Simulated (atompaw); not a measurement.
## What one change does to a pseudopotential (Ge (Z = 32), PAW (atompaw))

```
Element                 : Ge (Z = 32)
Generator               : atompaw 4.2.0.5
Type                    : PAW
Functional              : PBE
Relativity              : scalar-relativistic
Frozen core             : [Ar]
Valence charge          : 14
Reference configuration : 3d10 4s2 4p2
Partial waves           : 4s (bound): rc 1.90 bohr; 4s channel at 0.05 Ry: rc 2.30 bohr; 4p (bound): rc 2.30 bohr; 4p channel at 2.35 Ry: rc 2.30 bohr; 3d (bound): rc 1.10 bohr; 3d channel at 0.05 Ry: rc 1.10 bohr
Local potential         : bessel scheme, radius 1.55 bohr
Core correction         : smooth core density matched at 2.15 bohr
Augmentation charge     : sinc compensation charge, radius 2.20 bohr; PAW radius 2.30 bohr; waves and projectors: custom rrkj gramschmidtortho
```

Change: local potential troulliermartins scheme with l = 3 at 0 Ry, radius 1.55 bohr.

Cutoffs: the cutoffs (Ry, on a coarse ladder) from which the occupation-weighted sum of valence levels, in a spherical-Bessel basis at the reference potential, stays within 10 and 1 mRy of its value at 400 Ry; they do not see the model core or the augmentation charge, which bear on the density cutoff.

Question: What does the change do?

Answer: The potential gets softer (140 Ry and 200 Ry → 120 Ry and 200 Ry); a bound ghost appears in s, which as a rule spoils a file. A state that the projectors do not describe sees the local part alone, so a deeper or shallower local part can create or remove a ghost.

| quantity | base | changed |
| --- | --- | --- |
| cutoff, loose | 140 Ry | 120 Ry |
| cutoff, tight | 200 Ry | 200 Ry |
| bound ghosts | none | s |
| s: phases at 2.31 bohr within 0.05 rad from the reference energy up to (Ry; the scan ends near 5) | 2.8 | 3.8 |
| p: phases at 2.31 bohr within 0.05 rad from the reference energy up to (Ry; the scan ends near 5) | to the end of the scan | to the end of the scan |
| d: phases at 2.31 bohr within 0.05 rad from the reference energy up to (Ry; the scan ends near 5) | to the end of the scan | to the end of the scan |
| lowest overlap eigenvalue by channel | s 0.18, p 0.63, d 1.00 | s 0.12, p 0.46, d 1.00 |

 A true bound ghost makes a file unfit for plane-wave use even where its test errors are small: the radial tests pick states by their node count and pass the ghost by. The cutoffs see the waves, projectors and local potential, not the compensation charge or the core.
